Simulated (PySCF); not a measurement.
## `[H][Si](C)(C)CC`, C₄H₁₂Si

Cartesian coordinates in Å; atom numbers follow the order of the lines, from 1:
```xyz
17

Si    0.0598    0.6327    0.3535
H    -0.0142    0.8456    1.8118
C     1.8735    0.3517   -0.1520
H     2.3123   -0.4789    0.3927
H     2.4787    1.2300    0.0513
H     1.9620    0.1318   -1.2127
C    -0.6226    2.1625   -0.5484
H    -1.6639    2.3386   -0.2978
H    -0.5597    2.0518   -1.6272
H    -0.0659    3.0543   -0.2791
C    -0.9954   -0.8882   -0.1180
C    -0.5249   -2.1797    0.5409
H    -0.9899   -1.0238   -1.2017
H    -2.0357   -0.7110    0.1613
H    -1.1583   -3.0182    0.2543
H     0.4963   -2.4110    0.2467
H    -0.5521   -2.0882    1.6244
```

The calculation used PySCF, GIAO B3LYP/def2-SVP magnetisability, rotational g tensor and spin-rotation constants, non-relativistic, gas phase. Geometry: GFN2-xTB.

(1) Give the nuclear spin-rotation constants along the inertial axes (H = +C I·J) beside the isotropic shieldings.

Results:

(1) Rotational constants 5.0163, 2.4879, 1.8726 GHz. A star marks the isotopologue with that one atom substituted, in its own axes.
```tsv
atom	isotope	Caa (kHz)	Cbb (kHz)	Ccc (kHz)	mean (kHz)	σ (ppm)
H2	1H	-0.445	-0.231	0.089	-0.196	27.6
H4	1H	-0.249	-0.155	-0.200	-0.201	31.6
H5	1H	-0.125	-0.215	-0.210	-0.183	31.9
H6	1H	-0.629	-0.274	0.016	-0.296	32.1
H8	1H	-0.574	0.008	-0.210	-0.259	31.9
H9	1H	-0.572	-0.302	0.020	-0.285	32.0
H10	1H	-0.075	-0.255	-0.197	-0.176	31.9
H13	1H	-0.570	-0.301	0.043	-0.276	31.4
H14	1H	-0.561	0.024	-0.197	-0.245	31.2
H15	1H	-0.108	-0.208	-0.168	-0.162	30.6
H16	1H	-0.557	0.015	-0.184	-0.242	31.0
H17	1H	-0.538	-0.289	0.038	-0.263	31.0
Si1	29Si*	-2.641	-1.349	-1.077	-1.689	420.5
C3	13C*	0.484	0.271	0.167	0.307	196.5
C11	13C*	0.621	0.308	0.221	0.383	181.4
C12	13C*	0.601	0.304	0.223	0.376	181.3
```
For the geometry as given, no vibrational averaging.
